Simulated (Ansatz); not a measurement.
Consider the formal hydrolysis of a W–N bond: `[NH2][W]([OH])(=[S])=[S]` + H₂O → `[OH][W]([OH])(=[S])=[S]` + NH₃.

Calculated with Ansatz (gas phase, PBE0-D4/def2-TZVP geometries, no zero-point term in ΔE). CBS: MP2 limit from def2 TZ/QZ plus the TZ coupled-cluster correction, frozen cores. This one scheme is used for every species. DFT in def2-TZVPP. B3LYP here is the variant with VWN-RPA as its local correlation; programs differ in this. Elements past krypton have def2 core potentials. For W outer-core shells are correlated without core-valence functions, which leaves a few kJ/mol of doubt a bond. One conformer a species, not always the lowest.

**Question.** Is it downhill or uphill in electronic energy at CCSD(T)/CBS, and by how much? (Best estimate.)

**Answer.** Ansatz gave: Downhill: ΔE = -14.3 kJ/mol.

**Question.** What do these levels give: PBE-D4, B3LYP-D4, PBE-QIDH, HF/def2-TZVPP, MP2/def2-QZVPP, SCS-MP2/def2-QZVPP? (An estimate is asked.)

**Answer.** The calculation gave: PBE-D4 -21.8, B3LYP-D4 -21.4, PBE-QIDH -16.9, HF/def2-TZVPP -23.6, MP2/def2-QZVPP -11.9, SCS-MP2/def2-QZVPP -15.0 kJ/mol.

Largest T1 diagnostic among the species: 0.023, so the coupled-cluster value is less sure than usual.

At CCSD(T), def2-SVP lies −3.6 kJ/mol from the extrapolated value and def2-TZVPP −2.2 kJ/mol. Leaving LDA and LC-ωPBE aside and taking each functional with its dispersion term where it has one, the values, not all of them listed here, spread over 12.5 kJ/mol, from B97M-V to PBE-QIDH. LDA lies +4.9 kJ/mol from PBE without D4.
